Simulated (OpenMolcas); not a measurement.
What dynamic correlation does to the levels of Zr2+

```
Program             : OpenMolcas 26.06
Basis               : ANO-RCC-VDZP [6s5p3d1f]
Scalar Hamiltonian  : DKH2, point nucleus
Active space        : 2 electrons in 5 orbitals (4d)
State averaging     : 2S+1 = 3 even, 10 roots; 2S+1 = 1 even, 15 roots
Spin-orbit coupling : state interaction with AMFI integrals over the reference wave functions, term energies averaged over their components
```

Methods on the same reference wave functions:
A. CASSCF
B. SS-CASPT2, IPEA 0.25 Eh, imaginary shift 0.1 Eh (closed shells correlated: 4s 4p)

Energies in eV above 4d² ³F₂, the measured ground level; measured values from Moore, Atomic Energy Levels, vol. II, NSRDS-NBS 35 (1971 reprint of NBS Circular 467, 1952); NIST levels as listed in Rynkun, Gaigalas and Jonsson, Astron. Astrophys. 637, A10 (2020).

```tsv
Level	A	B	Measured
4d² ³F₂	0.0000	0.0000	0.0000
4d² ³F₃	0.0864	0.0900	0.0844
4d² ³F₄	0.1918	0.1951	0.1843
4d² ¹D₂	1.1051	0.703	0.7119
4d² ³P₀	1.2381	1.035	0.9996
4d² ³P₁	1.2710	1.071	1.0322
4d² ³P₂	1.3512	1.138	1.0958
4d² ¹G₄	1.6713	1.487	1.3699
4d² ¹S₀	3.9715	2.994	2.9730
```

Deviations, from unrounded energies. A percentage is the sum of absolute deviations over the sum of measured energies, with the sign that they share, or ± where signs differ.

```tsv
Against measurement	Levels	A	B
mean absolute deviation (cm-1)	8	2500	280
fine structure of the ground term (%)	2	+3.6	+6.1
other terms of the ground configuration (%)	6	+29.6	±3.2
```

B lies closest to measurement on these levels. The largest miss of B in the table is 4d² ¹G₄, by +940 cm-1. The ranking rests on the paired levels alone, and a cruder setting can come out closer through cancelling errors.

From A to B the spin-free energies of the other terms of 4d² shown, above ³F, scale by factors of 0.58 to 0.88.

The lowest spin-free term lies below A's lowest term by 0.186 hartree in B.

CASPT2 breaks the degeneracy within a term, and the mean is taken; among the terms shown or strongly mixed into the levels shown the widest spread is 320 cm-1 (4d² ¹G, B). Levels of configurations with an s electron are missing; early in the row they begin among the upper levels of the d shell and mix with terms of their name. Without dynamic correlation excited terms often stand tens of per cent too high (terms of higher spin than the ground term too low), and those without a measured partner can miss by more than the paired ones (holds for A). Some levels mix across a computed gap that differs much from the measured one, so their mixing is not that of the real levels (holds for A). Measured partners are found by configuration, term and J. A level has none where our copy of the source lacks it or the pairing is in doubt (some pairs that miss far off the trend of their configuration count as doubtful), and it then counts in no deviation. Levels of configurations outside the active space are missing.
